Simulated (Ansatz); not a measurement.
Ansatz (a program for electronic structure) input (B3LYP/6-31G* with LANL2DZ past Ar): The .json file joins the Basis Set Exchange's 6-31G* for atoms up to Ar and LANL2DZ past it.

Ansatz 0.2 input:
```yaml
crystal:
  periodic: [false, false, false]
  atoms:
    - {symbol: C, position_ang: [-1.94536852, -0.44591294, -0.10477049]}
    - {symbol: N, position_ang: [-0.75712259, 0.19705837, 0.43880834]}
    - {symbol: C, position_ang: [-0.95159455, 1.61962903, 0.68230748]}
    - {symbol: Ge, position_ang: [0.88930677, -0.34484010, -0.21787959]}
    - {symbol: H, position_ang: [-2.25322596, -0.05343100, -1.09181719]}
    - {symbol: H, position_ang: [-1.78253774, -1.52476174, -0.20501359]}
    - {symbol: H, position_ang: [-2.79114213, -0.30124812, 0.58307912]}
    - {symbol: H, position_ang: [-0.06275152, 2.04978410, 1.15707265]}
    - {symbol: H, position_ang: [-1.79726487, 1.76450856, 1.37023891]}
    - {symbol: H, position_ang: [-1.16736405, 2.20351414, -0.23180474]}
    - {symbol: H, position_ang: [0.92643635, -1.88743937, -0.14147997]}
    - {symbol: H, position_ang: [1.97181535, 0.28536276, 0.68646965]}
    - {symbol: H, position_ang: [1.17985440, 0.07688860, -1.69147819]}
basis:
  gaussian:
    orbitals: 6-31Gs+LANL2DZ.json
hamiltonian:
  xc: {name: B3LYP}
phonons: {temperatures: {t_min: 298.15, t_max: 298.15, t_step: 100}}
```

Output:

```
Functional definition: B3LYP
integrals: 0.03 GiB planned
942 factors; integrals over basis functions are off by at most 3.6e-4 eV
mean field: 0.23 GiB planned
mean field evaluation 1: about -3806.2238 eV, gradient 5.4e1 eV
mean field evaluation 2: about -3792.7661 eV, gradient 9.1e1 eV
mean field evaluation 4: about -3812.8462 eV, gradient 4.7e0 eV
mean field evaluation 8: about -3812.8827 eV, gradient 1.5e-2 eV
mean field -3812.88268245 eV, -140.1208541152 hartree, gradient 2.0e-5 eV, S^2 0.000000; 0 other end points of the search recorded, 0 dependent functions left out
the calculation of the forces begins
reference -3812.88291742 eV, -140.1208627503 hartree; 16, 16 occupied and 55, 55 virtual orbitals, 942 factors
these checks for a lower state are left out or cut short: stability, starts, cluster_reference, orbital_swaps, neighbouring_geometries, increment
integrals: 0.03 GiB planned
942 factors; integrals over basis functions are off by at most 3.6e-4 eV
mean field: 0.23 GiB planned
mean field evaluation 16: about -3812.8925 eV, gradient 1.6e-1 eV
mean field -3812.88252856 eV, -140.1208484599 hartree, gradient 2.8e-6 eV, S^2 0.000000; 0 other end points of the search recorded, 0 dependent functions left out
the calculation of the forces begins
reference -3812.88276357 eV, -140.1208570963 hartree; 16, 16 occupied and 55, 55 virtual orbitals, 942 factors
these checks for a lower state are left out or cut short: stability, starts, cluster_reference, orbital_swaps, neighbouring_geometries, increment
integrals: 0.03 GiB planned
942 factors; integrals over basis functions are off by at most 3.6e-4 eV
mean field: 0.23 GiB planned
mean field -3812.88252711 eV, -140.1208484067 hartree, gradient 5.9e-7 eV, S^2 0.000000; 0 other end points of the search recorded, 0 dependent functions left out
the calculation of the forces begins
reference -3812.88276205 eV, -140.1208570406 hartree; 16, 16 occupied and 55, 55 virtual orbitals, 942 factors
these checks for a lower state are left out or cut short: stability, starts, cluster_reference, orbital_swaps, neighbouring_geometries, increment
integrals: 0.03 GiB planned
942 factors; integrals over basis functions are off by at most 3.6e-4 eV
mean field: 0.23 GiB planned
mean field evaluation 32: about -3812.8825 eV, gradient 1.6e-6 eV
mean field -3812.88250701 eV, -140.1208476680 hartree, gradient 1.6e-6 eV, S^2 0.000000; 0 other end points of the search recorded, 0 dependent functions left out
the calculation of the forces begins
reference -3812.88274197 eV, -140.1208563026 hartree; 16, 16 occupied and 55, 55 virtual orbitals, 942 factors
these checks for a lower state are left out or cut short: stability, starts, cluster_reference, orbital_swaps, neighbouring_geometries, increment
integrals: 0.03 GiB planned
942 factors; integrals over basis functions are off by at most 3.6e-4 eV
mean field: 0.23 GiB planned
mean field -3812.88250253 eV, -140.1208475033 hartree, gradient 2.1e-6 eV, S^2 0.000000; 0 other end points of the search recorded, 0 dependent functions left out
the calculation of the forces begins
reference -3812.88273752 eV, -140.1208561390 hartree; 16, 16 occupied and 55, 55 virtual orbitals, 942 factors
these checks for a lower state are left out or cut short: stability, starts, cluster_reference, orbital_swaps, neighbouring_geometries, increment
integrals: 0.03 GiB planned
942 factors; integrals over basis functions are off by at most 3.6e-4 eV
mean field: 0.23 GiB planned
mean field -3812.88252010 eV, -140.1208481492 hartree, gradient 3.0e-6 eV, S^2 0.000000; 0 other end points of the search recorded, 0 dependent functions left out
the calculation of the forces begins
reference -3812.88275511 eV, -140.1208567855 hartree; 16, 16 occupied and 55, 55 virtual orbitals, 942 factors
these checks for a lower state are left out or cut short: stability, starts, cluster_reference, orbital_swaps, neighbouring_geometries, increment
integrals: 0.03 GiB planned
942 factors; integrals over basis functions are off by at most 3.6e-4 eV
mean field: 0.23 GiB planned
mean field -3812.88252061 eV, -140.1208481677 hartree, gradient 7.0e-7 eV, S^2 0.000000; 0 other end points of the search recorded, 0 dependent functions left out
the calculation of the forces begins
reference -3812.88275555 eV, -140.1208568016 hartree; 16, 16 occupied and 55, 55 virtual orbitals, 942 factors
these checks for a lower state are left out or cut short: stability, starts, cluster_reference, orbital_swaps, neighbouring_geometries, increment
integrals: 0.03 GiB planned
942 factors; integrals over basis functions are off by at most 3.6e-4 eV
mean field: 0.23 GiB planned
mean field -3812.88254158 eV, -140.1208489384 hartree, gradient 7.8e-7 eV, S^2 0.000000; 0 other end points of the search recorded, 0 dependent functions left out
[...]
942 factors; integrals over basis functions are off by at most 3.6e-4 eV
mean field: 0.23 GiB planned
mean field -3812.88263252 eV, -140.1208522804 hartree, gradient 1.5e-6 eV, S^2 0.000000; 0 other end points of the search recorded, 0 dependent functions left out
the calculation of the forces begins
reference -3812.88286751 eV, -140.1208609163 hartree; 16, 16 occupied and 55, 55 virtual orbitals, 942 factors
these checks for a lower state are left out or cut short: stability, starts, cluster_reference, orbital_swaps, neighbouring_geometries, increment
integrals: 0.03 GiB planned
942 factors; integrals over basis functions are off by at most 3.6e-4 eV
mean field: 0.23 GiB planned
mean field -3812.88263149 eV, -140.1208522426 hartree, gradient 1.7e-6 eV, S^2 0.000000; 0 other end points of the search recorded, 0 dependent functions left out
the calculation of the forces begins
reference -3812.88286644 eV, -140.1208608769 hartree; 16, 16 occupied and 55, 55 virtual orbitals, 942 factors
these checks for a lower state are left out or cut short: stability, starts, cluster_reference, orbital_swaps, neighbouring_geometries, increment
integrals: 0.03 GiB planned
942 factors; integrals over basis functions are off by at most 3.6e-4 eV
mean field: 0.23 GiB planned
mean field -3812.88267598 eV, -140.1208538776 hartree, gradient 2.3e-6 eV, S^2 0.000000; 0 other end points of the search recorded, 0 dependent functions left out
the calculation of the forces begins
reference -3812.88291095 eV, -140.1208625125 hartree; 16, 16 occupied and 55, 55 virtual orbitals, 942 factors
these checks for a lower state are left out or cut short: stability, starts, cluster_reference, orbital_swaps, neighbouring_geometries, increment
integrals: 0.03 GiB planned
942 factors; integrals over basis functions are off by at most 3.6e-4 eV
mean field: 0.23 GiB planned
mean field -3812.88267746 eV, -140.1208539321 hartree, gradient 2.5e-6 eV, S^2 0.000000; 0 other end points of the search recorded, 0 dependent functions left out
the calculation of the forces begins
reference -3812.88291244 eV, -140.1208625674 hartree; 16, 16 occupied and 55, 55 virtual orbitals, 942 factors
these checks for a lower state are left out or cut short: stability, starts, cluster_reference, orbital_swaps, neighbouring_geometries, increment
integrals: 0.03 GiB planned
942 factors; integrals over basis functions are off by at most 3.6e-4 eV
mean field: 0.23 GiB planned
mean field evaluation 224: about -3812.8926 eV, gradient 2.4e-1 eV
mean field -3812.88263197 eV, -140.1208522602 hartree, gradient 2.1e-6 eV, S^2 0.000000; 0 other end points of the search recorded, 0 dependent functions left out
the calculation of the forces begins
reference -3812.88286693 eV, -140.1208608948 hartree; 16, 16 occupied and 55, 55 virtual orbitals, 942 factors
these checks for a lower state are left out or cut short: stability, starts, cluster_reference, orbital_swaps, neighbouring_geometries, increment
integrals: 0.03 GiB planned
942 factors; integrals over basis functions are off by at most 3.6e-4 eV
mean field: 0.23 GiB planned
mean field -3812.88263214 eV, -140.1208522665 hartree, gradient 2.1e-6 eV, S^2 0.000000; 0 other end points of the search recorded, 0 dependent functions left out
the calculation of the forces begins
reference -3812.88286713 eV, -140.1208609022 hartree; 16, 16 occupied and 55, 55 virtual orbitals, 942 factors
these checks for a lower state are left out or cut short: stability, starts, cluster_reference, orbital_swaps, neighbouring_geometries, increment
integrals: 0.03 GiB planned
942 factors; integrals over basis functions are off by at most 3.6e-4 eV
mean field: 0.23 GiB planned
mean field -3812.88267639 eV, -140.1208538927 hartree, gradient 9.3e-6 eV, S^2 0.000000; 0 other end points of the search recorded, 0 dependent functions left out
the calculation of the forces begins
reference -3812.88291137 eV, -140.1208625281 hartree; 16, 16 occupied and 55, 55 virtual orbitals, 942 factors
these checks for a lower state are left out or cut short: stability, starts, cluster_reference, orbital_swaps, neighbouring_geometries, increment
integrals: 0.03 GiB planned
942 factors; integrals over basis functions are off by at most 3.6e-4 eV
mean field: 0.23 GiB planned
mean field -3812.88267647 eV, -140.1208538954 hartree, gradient 9.1e-6 eV, S^2 0.000000; 0 other end points of the search recorded, 0 dependent functions left out
the calculation of the forces begins
reference -3812.88291143 eV, -140.1208625303 hartree; 16, 16 occupied and 55, 55 virtual orbitals, 942 factors
these checks for a lower state are left out or cut short: stability, starts, cluster_reference, orbital_swaps, neighbouring_geometries, increment
integrals: 0.03 GiB planned
942 factors; integrals over basis functions are off by at most 3.6e-4 eV
mean field: 0.23 GiB planned
mean field -3812.88267697 eV, -140.1208539141 hartree, gradient 8.4e-6 eV, S^2 0.000000; 0 other end points of the search recorded, 0 dependent functions left out
the calculation of the forces begins
reference -3812.88291195 eV, -140.1208625491 hartree; 16, 16 occupied and 55, 55 virtual orbitals, 942 factors
these checks for a lower state are left out or cut short: stability, starts, cluster_reference, orbital_swaps, neighbouring_geometries, increment
integrals: 0.03 GiB planned
942 factors; integrals over basis functions are off by at most 3.6e-4 eV
mean field: 0.23 GiB planned
mean field -3812.88267639 eV, -140.1208538925 hartree, gradient 8.2e-6 eV, S^2 0.000000; 0 other end points of the search recorded, 0 dependent functions left out
the calculation of the forces begins
reference -3812.88291136 eV, -140.1208625277 hartree; 16, 16 occupied and 55, 55 virtual orbitals, 942 factors
these checks for a lower state are left out or cut short: stability, starts, cluster_reference, orbital_swaps, neighbouring_geometries, increment
integrals: 0.03 GiB planned
942 factors; integrals over basis functions are off by at most 3.6e-4 eV
mean field: 0.23 GiB planned
mean field evaluation 256: about -3812.8827 eV, gradient 1.9e-5 eV
mean field -3812.88265640 eV, -140.1208531581 hartree, gradient 1.3e-6 eV, S^2 0.000000; 0 other end points of the search recorded, 0 dependent functions left out
the calculation of the forces begins
reference -3812.88289138 eV, -140.1208617935 hartree; 16, 16 occupied and 55, 55 virtual orbitals, 942 factors
these checks for a lower state are left out or cut short: stability, starts, cluster_reference, orbital_swaps, neighbouring_geometries, increment
integrals: 0.03 GiB planned
942 factors; integrals over basis functions are off by at most 3.6e-4 eV
mean field: 0.23 GiB planned
mean field -3812.88265617 eV, -140.1208531497 hartree, gradient 2.8e-6 eV, S^2 0.000000; 0 other end points of the search recorded, 0 dependent functions left out
the calculation of the forces begins
reference -3812.88289114 eV, -140.1208617845 hartree; 16, 16 occupied and 55, 55 virtual orbitals, 942 factors
Total energy: -3812.88291742 eV, -140.1208627503 hartree
Atom 0 at    -1.945369    -0.445913    -0.104770 Å, force     0.000285     0.000656    -0.000213 eV/Å
Atom 1 at    -0.757123     0.197058     0.438808 Å, force     0.001248    -0.000801     0.000526 eV/Å
Atom 2 at    -0.951595     1.619629     0.682307 Å, force    -0.000213    -0.000379    -0.000607 eV/Å
Atom 3 at     0.889307    -0.344840    -0.217880 Å, force    -0.000800     0.000318     0.000176 eV/Å
Atom 4 at    -2.253226    -0.053431    -1.091817 Å, force    -0.000106    -0.000136    -0.000171 eV/Å
Atom 5 at    -1.782538    -1.524762    -0.205014 Å, force    -0.000043     0.000349     0.000103 eV/Å
Atom 6 at    -2.791142    -0.301248     0.583079 Å, force     0.000162    -0.000088     0.000179 eV/Å
Atom 7 at    -0.062752     2.049784     1.157073 Å, force    -0.000300    -0.000185    -0.000100 eV/Å
Atom 8 at    -1.797265     1.764509     1.370239 Å, force     0.000121    -0.000172     0.000147 eV/Å
Atom 9 at    -1.167364     2.203514    -0.231805 Å, force     0.000070     0.000230    -0.000032 eV/Å
Atom 10 at     0.926436    -1.887439    -0.141480 Å, force    -0.000305     0.000046    -0.000014 eV/Å
Atom 11 at     1.971815     0.285363     0.686470 Å, force    -0.000231     0.000200     0.000045 eV/Å
Atom 12 at     1.179854     0.076889    -1.691478 Å, force     0.000112    -0.000039    -0.000039 eV/Å
Dipole moment:    -0.078985     0.065067    -0.071028 e Å
Vibrations: 133.62 161.66 242.45 260.32 262.42 334.59 562.22 607.14 619.77 843.35 882.44 900.68 989.98 1095.84 1135.13 1179.23 1221.30 1292.36 1471.73 1498.77 1507.86 1518.18 1536.53 1550.85 2024.48 2099.62 2104.86 2952.87 2958.15 3036.70 3038.45 3103.57 3104.91 cm⁻¹, zero-point energy 2.866020 eV
```

The blocks after the first are displaced geometries, from whose forces the wavenumbers follow.
